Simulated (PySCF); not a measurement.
C₃H₆AlCl.

```xyz
11

Al     0.2046    -0.0392     0.0000
Cl    -0.6328    -1.9898     0.0000
C      2.1446     0.1352     0.0000
H      2.4826     1.1840     0.0000
H      2.5803    -0.3611    -0.8842
H      2.5803    -0.3611     0.8842
C     -1.0209     1.4631     0.0000
C     -0.5719     2.7315     0.0000
H     -2.1110     1.3225     0.0000
H     -1.2427     3.6007     0.0000
H      0.4991     2.9720     0.0000
```

Coordinates come from a B3LYP-D3(BJ)/def2-SVP optimisation. The structure was generated by enumeration; whether it is a known compound was not checked. One conformer was computed; it need not be the lowest.

Level of theory: PBE/pcSseg-1 run with PySCF. Non-relativistic, no solvent.

Problem. Give the absolute GIAO shielding of each atom: isotropic value and principal components (ppm). (The exact figures need the calculation; the answer reports its results.)

Solution. 
```json
[
 {"atom": "Al1", "σ(iso)": "316.4", "σ11": "247.8", "σ22": "312.5", "σ33": "388.8", "span": "141.0"},
 {"atom": "Cl2", "σ(iso)": "858.8", "σ11": "670.6", "σ22": "940.3", "σ33": "965.3", "span": "294.7"},
 {"atom": "C3", "σ(iso)": "193.4", "σ11": "184.3", "σ22": "195.7", "σ33": "200.3", "span": "16.0"},
 {"atom": "H4", "σ(iso)": "31.1", "σ11": "26.1", "σ22": "29.0", "σ33": "38.3", "span": "12.2"},
 {"atom": "H5", "σ(iso)": "31.5", "σ11": "27.2", "σ22": "28.8", "σ33": "38.4", "span": "11.2"},
 {"atom": "H6", "σ(iso)": "31.5", "σ11": "27.2", "σ22": "28.8", "σ33": "38.4", "span": "11.2"},
 {"atom": "C7", "σ(iso)": "30.0", "σ11": "-81.1", "σ22": "6.0", "σ33": "165.0", "span": "246.1"},
 {"atom": "C8", "σ(iso)": "26.8", "σ11": "-100.5", "σ22": "24.4", "σ33": "156.4", "span": "256.8"},
 {"atom": "H9", "σ(iso)": "24.7", "σ11": "21.5", "σ22": "24.7", "σ33": "27.9", "span": "6.4"},
 {"atom": "H10", "σ(iso)": "24.3", "σ11": "21.6", "σ22": "23.9", "σ33": "27.3", "span": "5.8"},
 {"atom": "H11", "σ(iso)": "24.7", "σ11": "21.3", "σ22": "24.0", "σ33": "28.8", "span": "7.5"}
]
```
